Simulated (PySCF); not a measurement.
**C3HF2N2S2: g tensor and hyperfine couplings**

C₃HF₂N₂S₂ (doublet state).
Cartesian coordinates in Å at the GFN2-xTB level; atoms count from 1:
```
atom  x, y, z in Å
F1     2.3042    1.0362    0.5111
C2     2.1857   -0.2856    0.3780
F3     3.4009   -0.8328    0.3100
S4     1.0409   -0.9103   -0.7704
C5    -0.4079   -0.1532   -0.1401
C6    -1.6790   -0.2113   -0.7623
N7    -2.5883    0.4418   -0.0870
S8    -1.9130    1.0941    1.2377
N9    -0.4149    0.5429    0.9780
H10   -1.9197   -0.7172   -1.6775
```

The hyperfine couplings belong to this conformer and change with its torsions.

As a line formula: `F[C](F)Sc1cnsn1` [radical].

Method used: PySCF, UKS B3LYP, pcH-1 on C F H N S, non-relativistic, mean-field spin-orbit, GIAO. The structure is a single GFN2-xTB conformer in the gas phase; no vibrational or solvent corrections. Couplings are sensitive to structure, and on GFN2-xTB geometries they can be far from those on DFT ones. Stability of the SCF solution: not tested.

```
g1, g2, g3                      : 2.00233, 2.00420, 2.00590
g_iso                           : 2.00415
Form of g                       : rhombic: the two nearest values differ by 48 % of g3 − g1
⟨S²⟩                            : 0.7536 (exact 0.7500)
HOMO–LUMO gap, α and β orbitals : 4.06, 4.92 eV
Basis functions                 : 255
```

Hyperfine couplings atom by atom, in mT; T1 to T3 are the principal values of the dipolar part; ρ(0) is the spin density at the nucleus (MHz turned into mT with g_iso):

```csv
atom,isotope,a_iso,of which spin–orbit,T1,T2,T3,Mulliken spin population,ρ(0) (bohr⁻³)
F1,19F,9.22,0.08,-7.65,-6.94,14.58,0.06,0.0610
C2,13C,16.89,0.01,-2.60,-2.54,5.14,0.76,0.4214
F3,19F,6.67,0.04,-7.44,-6.54,13.98,0.05,0.0442
S4,33S,0.14,-0.01,-0.68,-0.50,1.18,0.10,0.0121
C5,13C,0.45,0.00,-0.11,-0.01,0.12,0.00,0.0111
C6,13C,0.00,0.00,-0.02,0.00,0.01,0.00,0.0001
N7,14N,-0.01,0.00,-0.02,0.00,0.02,0.00,-0.0005
S8,33S,0.01,0.00,-0.04,-0.04,0.08,0.01,0.0010
N9,14N,0.04,0.00,-0.05,-0.02,0.07,0.02,0.0038
H10,1H,0.01,0.00,-0.04,-0.03,0.07,0.00,0.0000
```

The largest Mulliken spin populations are on C2 (+0.76) and S4 (+0.10). No atom but C2 exceeds +0.15. The angles at C2 add up to 342.8°, so it is pyramidal.

Under fast tumbling the dipolar parts average out, and these isotropic splittings remain: 2 × 19F (F1/F3, I = 1/2, 3 lines) with 7.95 mT and 1 × 14N (N9, I = 1, 3 lines) with 0.04 mT.

Means are taken over nuclei equivalent by connectivity, which assumes that they swap fast. The 19F value of +223.0 MHz is a mean of couplings from 187.2 to 258.7 MHz in this one geometry, not an average over conformers.

The 13C coupling of C2 (473.9 MHz) shows only in satellite lines or after enrichment, since that isotope makes up about 1.07 % of natural carbon.
